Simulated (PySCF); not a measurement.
PySCF 2.14 output of an unrestricted PW91 calculation on a single atom or ion in aug-cc-pVQZ-DK, with scalar relativity by spin-free X2C-1e:

```
SCF conv_tol = 1e-09
number electrons alpha = 2  beta = 1
    J. P. Perdew. In P. Ziesche and H. Eschrig, editors, Proceedings of the 75. WE-Heraeus-Seminar and 21st Annual International Symposium on Electronic Structure of Solids, 11. Berlin, 1991. Akademie Verlag.
    J. P. Perdew, J. A. Chevary, S. H. Vosko, K. A. Jackson, M. R. Pederson, D. J. Singh, and C. Fiolhais.,  Phys. Rev. B 46, 6671 (1992)
    J. P. Perdew, J. A. Chevary, S. H. Vosko, K. A. Jackson, M. R. Pederson, D. J. Singh, and C. Fiolhais.,  Phys. Rev. B 48, 4978 (1993)
    J. P. Perdew. In P. Ziesche and H. Eschrig, editors, Proceedings of the 75. WE-Heraeus-Seminar and 21st Annual International Symposium on Electronic Structure of Solids, 11. Berlin, 1991. Akademie Verlag.
    J. P. Perdew, J. A. Chevary, S. H. Vosko, K. A. Jackson, M. R. Pederson, D. J. Singh, and C. Fiolhais.,  Phys. Rev. B 46, 6671 (1992)
    J. P. Perdew, J. A. Chevary, S. H. Vosko, K. A. Jackson, M. R. Pederson, D. J. Singh, and C. Fiolhais.,  Phys. Rev. B 48, 4978 (1993)
cycle= 1 E= -22.5428727903729  delta_E= -0.00211  |g|= 0.00587  |ddm|= 0.212
cycle= 2 E= -22.5428799354111  delta_E= -7.15e-06  |g|= 0.000677  |ddm|= 0.014
cycle= 3 E= -22.5428800204127  delta_E= -8.5e-08  |g|= 4.84e-05  |ddm|= 0.00144
cycle= 4 E= -22.542880022373  delta_E= -1.96e-09  |g|= 8.44e-07  |ddm|= 9.39e-05
cycle= 5 E= -22.5428800223737  delta_E= -7.78e-13  |g|= 3.7e-08  |ddm|= 2.23e-06
converged SCF energy = -22.5428800223737  <S^2> = 0.75000014  2S+1 = 2.0000001
```

The run itself started from symmetry-adapted Hartree-Fock orbitals and held the occupation by maximum overlap, on a logarithmic radial grid, so the iterations belong to that start.

Problem. Which element, charge and spin multiplicity is this?

Solution. B(2+) (boron, charge +2), multiplicity 2; the state was [He] 3d1, 2D determinant (an excited configuration).

The outer electron is Rydberg-like, and this basis confines it to a smaller radius and binds it less than a complete one would.
